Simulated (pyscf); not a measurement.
**O=MoH(F)(F)–F, singlet**

Gas-phase minimum from PySCF at ωB97X-D3(BJ)/def2-SVP, one conformer. 

```xyz
6

O      1.9330    -0.0761    -0.8092
Mo     0.4067     0.2204    -0.2960
F     -0.1036     1.5835    -1.4154
F     -1.0069    -0.8142    -0.8667
F      0.3971    -0.6212     1.3354
H      0.5056     1.5361     0.7410
```
Charge 0, spin multiplicity 1.

Bond lengths (Å): O1–Mo2 1.637, Mo2–F3 1.836, Mo2–F4 1.842, Mo2–F5 1.836, Mo2–H6 1.678. Angles (°): O1–Mo2–F3 101.7, O1–Mo2–F4 121.1, O1–Mo2–F5 101.6, O1–Mo2–H6 106.3, F3–Mo2–F4 90.8, F3–Mo2–F5 151.7, F3–Mo2–H6 79.1, F4–Mo2–F5 90.8, F4–Mo2–H6 132.6, F5–Mo2–H6 79.1.

Properties at ωB97X-D3(BJ)/def2-SVP:

- Harmonic wavenumbers, unscaled = 183, 222, 229, 259, 320, 629, 691, 741, 771, 973, 1151, 2070 cm⁻¹
- Zero-point energy = 11.8 kcal/mol
- Rotational symmetry number = 1
- Entropy of this conformer at 298 K and 1 atm, rigid rotor and harmonic oscillator, modes under 100 cm⁻¹ raised to 100 = 327.9 J/(mol K)
- Dipole moment = 0.45 D

Single-point totals, which compare only within one level:

```
level                   total energy (hartree)
----------------------  ----------------------
ωB97X-D3(BJ)/def2-TZVP              -443.91502
PBE/def2-TZVP                       -443.58792
r²SCAN/def2-TZVP                    -443.78865
B3LYP-D3(BJ)/def2-TZVP              -443.91801
PBE0-D3(BJ)/def2-TZVP               -443.50386
M06-2X/def2-TZVP                    -443.60124
ωB97M-D3(BJ)/def2-TZVP              -443.88914
```

Elements past Kr carry the def2 core potentials, without spin-orbit coupling.
